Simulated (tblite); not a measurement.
Species: C₆H₈NO (doublet state).
Z-matrix (Å and degrees, GFN2-xTB geometry), rows numbered from 1:
```
C 
C   1  1.3340
C   2  1.4892  1  119.74
N   3  1.2230  2  127.48  1  -165.90
C   2  1.4580  1  125.79  3  -177.65
C   5  1.3308  2  126.64  1   -36.75
C   6  1.4982  5  127.20  2    -1.77
O   7  1.4093  6  112.39  5  -149.40
H   1  1.0757  2  121.53  3   173.75
H   1  1.0777  2  122.02  3    -2.63
H   3  1.1002  2  111.81  1    13.36
H   5  1.0828  2  113.73  1   146.71
H   6  1.0824  5  119.05  2  -179.35
H   7  1.1012  6  110.51  5   -25.08
H   7  1.0960  6  110.00  5    94.36
H   8  0.9635  7  108.98  6    57.32
```

Method: GFN2-xTB as coded in tblite; computed harmonic values from a numerical Hessian at the method's own geometry, unscaled. Errors from tens to a few hundred cm⁻¹ against measured bands are possible. One conformer, not necessarily the lowest. Open shells enter through the occupations alone, without spin polarisation, and single modes of such species can be off by tens of per cent.

Harmonic wavenumbers (cm⁻¹): 40.7, 93.1, 129.1, 151.7, 193.9, 261.9, 331.6, 346.6, 402.5, 497.3, 514.3, 637.7, 669.1, 778.4, 822.1, 834.0, 894.6, 924.0, 927.9, 950.7, 1052.4, 1086.5, 1105.7, 1147.2, 1204.5, 1221.0, 1294.2, 1320.9, 1359.5, 1402.5, 1452.9, 1642.6, 1677.9, 1792.9, 2775.6, 2853.2, 2931.4, 3052.6, 3066.5, 3102.8, 3138.3, 3549.3.

A = 4527, B = 1033, C = 913.5 MHz; mass 110.061 u (most abundant isotopes); point group C1, symmetry number 1; spin multiplicity 2.

Problem. What is the zero-point energy?

Solution. ½Σν̃ = 26816 cm⁻¹ = 320.79 kJ/mol.

Problem. Entropy at 298.15 K, 1 bar (ideal gas, RRHO, classical rotation)?

Solution. Translation 167.49, rotation 120.12, vibration 105.59, spin (R ln 2) 5.76: S = 399.0 J/(mol K).

Problem. And Cp and H(298.15 K) − H(0)?

Solution. Cp = 143.46 J/(mol K), of which vibrations give 110.21 (their classical limit is 42 R = 349.2); H(298.15 K) − H(0) = 26.54 kJ/mol without the zero-point energy, 16.62 from vibrations.

Problem. Blend soft modes into free rotors: weight 1/[1 + (100 cm⁻¹/ν̃)⁴] for the oscillator and the rest for a rotor with moment μB/(μ + B), μ = h/(8π²ν), B = 10⁻⁴⁴ kg m². What vibrational entropy results?

Solution. 97.52 J/(mol K) in place of 105.59, which changes −T·S at 298.15 K by +2.41 kJ/mol.

Problem. Which modes carry the vibrational entropy at 298.15 K?

Solution. 40.7 cm⁻¹: 21.86; 93.1 cm⁻¹: 15.04; 129.1 cm⁻¹: 12.38; 151.7 cm⁻¹: 11.09; 193.9 cm⁻¹: 9.16; 261.9 cm⁻¹: 6.90 J/(mol K); the other 36 give 29.16 together.

Problem. What must be added to the electronic energy to get the Gibbs energy at 298.15 K and 1 bar?

Solution. ZPE + [H(298.15 K) − H(0)] − T·S = 320.79 + 26.54 − 118.95 = 228.38 kJ/mol.

Problem. How do the functions run with temperature in this model?

Solution. 
```json
{"T (K)": "50", "S (J/(mol K))": "245.5", "Cp (J/(mol K))": "51.7", "H − H(0) (kJ/mol)": "2.04", "G − H(0) (kJ/mol)": "-10.24", "ln q(vib)": "0.48"}
{"T (K)": "100", "S (J/(mol K))": "288.0", "Cp (J/(mol K))": "72.5", "H − H(0) (kJ/mol)": "5.16", "G − H(0) (kJ/mol)": "-23.64", "ln q(vib)": "1.51"}
{"T (K)": "373.15", "S (J/(mol K))": "434.0", "Cp (J/(mol K))": "169.6", "H − H(0) (kJ/mol)": "38.29", "G − H(0) (kJ/mol)": "-123.66", "ln q(vib)": "7.68"}
{"T (K)": "500", "S (J/(mol K))": "489.1", "Cp (J/(mol K))": "207.2", "H − H(0) (kJ/mol)": "62.28", "G − H(0) (kJ/mol)": "-182.26", "ln q(vib)": "10.49"}
{"T (K)": "750", "S (J/(mol K))": "583.7", "Cp (J/(mol K))": "258.9", "H − H(0) (kJ/mol)": "121.06", "G − H(0) (kJ/mol)": "-316.73", "ln q(vib)": "15.82"}
{"T (K)": "1000", "S (J/(mol K))": "663.1", "Cp (J/(mol K))": "292.1", "H − H(0) (kJ/mol)": "190.21", "G − H(0) (kJ/mol)": "-472.85", "ln q(vib)": "20.75"}
```

q(vib) and H(0) count from the zero-point level.

Hindered rotation and anharmonicity are outside this model. Other conformers, if any are populated, would add a mixing term that is left out. The structure is chiral; the term R ln 2 for an equal mix with its mirror image is left out.

The run took 0.37 s on an Arm Neoverse V2 with one thread, no GPU, shared host. This covers the Hessian and the dipole derivatives.
